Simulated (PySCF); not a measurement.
Gas-phase equilibrium of 1 mol GeF₄, 15 mol H₂ at 2000 K and 1.00 bar, among 16 species (GeH₄, Ge₂H₆, F₂, GeF₂, GeF₃, F, H, GeH₃F, GeHF₃, HF, H₂, Ge₃H₈, GeH₃, GeH₂F₂, GeH₂, GeF₄). Only gases are allowed; each row takes one source of thermochemistry for all species, and Cantera finds the minimum.

Computed with PySCF and rigid-rotor harmonic-oscillator thermochemistry at 1 bar. † marks an energy on the PBE0/def2-TZVP geometry and frequencies; other levels use their own. 6-31G* has spherical d functions here. Open shells (unrestricted) among the columns below: F (multiplicity 2, electronic degeneracy 6), H (multiplicity 2), GeH₃ (multiplicity 2); the rest are closed-shell singlets. Spin-orbit splitting is ignored; it lowers the true energy and changes the entropy of F. Ge: all electrons, no relativistic terms. GeH₃, GeH₂: computed as isolated molecules; such fragments, hydroxides, amides, oligomers or adducts are transient or little studied in the gas. The harmonic model lacks anharmonicity and excited electronic states, which grow with temperature; levels with a mode under 35 cm⁻¹ are left out.

Molecules larger than those listed are left out, and so are free Ge atoms, whose spin-orbit terms are large. Also missing: (HF)n, which can matter at low temperature or high pressure. Table species left out: H2F2, H3F3, H4F4.

Mole fractions:

| thermochemistry | x H₂ | x HF | x GeF₂ | x H | x F | x GeH₂ | x GeH₃ |
|---|---|---|---|---|---|---|---|
| BLYP/def2-TZVP† | 0.82 | 0.12 | 0.059 | 0.0016 | 1.8e-7 | 3.4e-6 | 7.1e-9 |
| HF/6-31G* | 0.78 | 0.11 | 0.057 | 0.052 | 0.0022 | 2.0e-5 | 5.7e-7 |
| HF/def2-TZVP† | 0.79 | 0.12 | 0.058 | 0.041 | 0.00038 | 9.8e-5 | 3.6e-6 |
| PBE0/def2-QZVP† | 0.82 | 0.12 | 0.059 | 0.0029 | 1.5e-7 | 6.9e-5 | 1.1e-6 |
| PBE0/def2-SVP† | 0.82 | 0.12 | 0.059 | 0.0038 | 4.7e-7 | 3.2e-5 | 6.2e-7 |
| r2SCAN/def2-TZVP† | 0.82 | 0.12 | 0.059 | 0.0020 | 2.6e-7 | 5.1e-6 | 1.3e-7 |
The most sensitive of these is F: it spans a factor of 10^4.2 over these rows; at this temperature one factor of ten is RT ln 10 = 38 kJ/mol.
